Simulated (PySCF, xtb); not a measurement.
C6H6O, SMILES C#C[C@H]1COC1=C.

GFN2-xTB (xtb) at its own geometry gives an orbital gap of 5.10 eV and a dipole moment of 1.78 D.

The structure is a stationary point at ωB97X-D3(BJ)/def2-SVP. The structure was generated by enumeration; whether it is a known compound was not checked.

Problem. What does PBE/def2-TZVP (PySCF) give? (The exact figures need the calculation; the answer reports its results.)

Solution. gap 4.82 eV (levels -5.46 and -0.64 eV), dipole 1.56 D.
